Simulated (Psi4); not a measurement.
Psi4 input (wB97X-D/6-311+G**):

```
memory 1500 MB

molecule {
-1 1
Si   -0.97543268    0.10959893    0.19520595
P     1.13449721   -0.18862683   -0.28607200
H    -1.82183741   -0.82343493   -0.62787256
H    -1.62420637    1.45445963   -0.06147326
H    -1.47167320   -0.15189419    1.60261794
H     1.55631634    0.81588701    0.64492459
symmetry c1
no_reorient
no_com
}

set {
  basis 6-311+G**
  reference rks
  scf_type pk
  dft_radial_points 99
  dft_spherical_points 590
  e_convergence 1e-8
  d_convergence 1e-7
  maxiter 150
}

e = energy('wb97x-d')
print_out(f'\nFINAL {e:.10f} DIPOLE {variable("CURRENT DIPOLE")[0]:.6f} {variable("CURRENT DIPOLE")[1]:.6f} {variable("CURRENT DIPOLE")[2]:.6f}\n')
```

From the last part of the output:

```
      63A      1.901130    64A      1.932955    65A      1.942749
      66A      2.045131    67A      2.181781    68A      2.331293
      69A      2.338259    70A      2.360063    71A      2.830724
      72A      2.847398    73A      2.877403    74A      2.966200
      75A      5.842489    76A      7.204310    77A     11.693599
      78A     11.699982    79A     11.709644    80A     14.226936
      81A     14.267554    82A     14.300689    83A    141.354554
      84A    163.416407

    Final Occupation by Irrep:
              A
    DOCC [    17 ]
    NA   [    17 ]
    NB   [    17 ]

  @RKS Final Energy:  -633.27845389317042

   => Energetics <=

    Nuclear Repulsion Energy =             82.5594967479135136
    One-Electron Energy =               -1047.3325674470261220
    Two-Electron Energy =                 364.5658403262241336
    DFT Exchange-Correlation Energy =     -33.0698269127704307
    Empirical Dispersion Energy =          -0.0013966075115788
    VV10 Nonlocal Energy =                  0.0000000000000000
    Total Energy =                       -633.2784538931704219

Computation Completed

Properties will be evaluated at   0.000000,   0.000000,   0.000000 [a0]

Properties computed using the SCF density matrix

 Multipole Moments:

 ------------------------------------------------------------------------------------
     Multipole            Electronic (a.u.)      Nuclear  (a.u.)        Total (a.u.)
 ------------------------------------------------------------------------------------

 L = 1.  Multiply by 2.5417464519 to convert [e a0] to [Debye]
 Dipole X            :         -0.8261695           -0.0000000           -0.8261695
 Dipole Y            :          0.2909706            0.0000002            0.2909707
 Dipole Z            :          0.3566032            0.0000000            0.3566032
 Magnitude           :                                                    0.9457198

 ------------------------------------------------------------------------------------

FINAL -633.2784538932 DIPOLE -0.826170 0.290971 0.356603

*** Psi4 exiting successfully. Buy a developer a beer!
```

The dipole moment of an ion depends on the origin.
